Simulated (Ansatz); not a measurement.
`[CH3][In-]([CH3])([F])[PH3+]`, charge 0, multiplicity 1.

Question: Give a relaxed structure at PBE0-D4/def2-TZVP (the Gaussian-basis code of Ansatz). (Estimate.)

Answer: The calculation gave: 
Cartesian coordinates in Å:
```
C 1.4880 -0.7464 1.6665
In 0.2957 0.4973 0.3945
C 0.5495 2.0089 -1.1011
F -1.5489 0.6727 1.1947
P -1.4685 -1.3309 -0.8270
H 2.1835 -0.1426 2.2512
H 0.8289 -1.2853 2.3474
H 2.0642 -1.4630 1.0793
H -0.4280 2.4215 -1.3516
H 1.1886 2.8120 -0.7313
H 1.0063 1.5921 -2.0000
H -2.5991 -0.6234 -1.2790
H -2.1007 -2.0798 0.1842
H -1.4594 -2.3332 -1.8277
```
Point group Cs.
This is one stationary point; other conformers may exist.
